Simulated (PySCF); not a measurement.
A survey of 29Si NMR shifts

- structure optimised with GFN2-xTB
- σ from GIAO-PBE0/pcSseg-1
- code: PySCF
- averaged over atoms made equivalent by symmetry, fast rotation or ring inversion, no solvent, single conformer, non-relativistic

Shieldings were converted by a linear fit to measured shifts: 29Si: δ = 279.94 − 0.822σ (rms 8.9 ppm, 72 shifts, 25.8 ppm with the 6 outliers that the fit left out vs TMS, solution or neat liquid). A few per cent of atoms miss by over 2 rms, more outside the fitted compound classes.

Task: Give the 29Si shifts of `C[Si@H](Cl)/C(F)=C\[SiH3]`, `CC#C[SiH2]Cl`, `Cl[C@H]1COCC[SiH2]1`, `Cl[C@H]1C=C[SiH2]1`, `F[Si](F)(F)[SiH](P)P`.

Result: 
```json
{"compound": "[CH3:1][Si@H:2]([Cl:3])/[C:4]([F:5])=[CH:6]\\[SiH3:7]", "environment": "Si2: silicon bonded to 2 C, Cl, H", "δ (ppm)": "-11.9"}
{"compound": "[CH3:1][Si@H:2]([Cl:3])/[C:4]([F:5])=[CH:6]\\[SiH3:7]", "environment": "Si7: silicon bonded to C, 3 H", "δ (ppm)": "-75.9"}
{"compound": "CC#C[SiH2]Cl", "environment": "silicon bonded to C, Cl, 2 H", "δ (ppm)": "-46.1"}
{"compound": "Cl[C@H]1COCC[SiH2]1", "environment": "silicon bonded to 2 C, 2 H, in a 6-membered ring", "δ (ppm)": "-41.1"}
{"compound": "Cl[C@H]1C=C[SiH2]1", "environment": "silicon bonded to 2 C, 2 H, in a 4-membered ring", "δ (ppm)": "-24.6"}
{"compound": "[F:1][Si:2]([F:3])([F:4])[SiH:5]([PH2:6])[PH2:7]", "environment": "Si2: silicon bonded to 3 F, Si", "δ (ppm)": "-42.3"}
{"compound": "[F:1][Si:2]([F:3])([F:4])[SiH:5]([PH2:6])[PH2:7]", "environment": "Si5: silicon bonded to 2 P, Si, H", "δ (ppm)": "-70.6"}
```

Task: Order these by 29Si shift, lowest first.
A. CC(=S)S[SiH2]Cl
B. CC#C[SiH2]Cl
C. C=C[C@](C)(N)C[SiH2]C(F)F

Result: C (-75.1 ppm, silicon bonded to 2 C, 2 H), B (-46.1 ppm, silicon bonded to C, Cl, 2 H), A (-27.5 ppm, silicon bonded to Cl, S, 2 H).
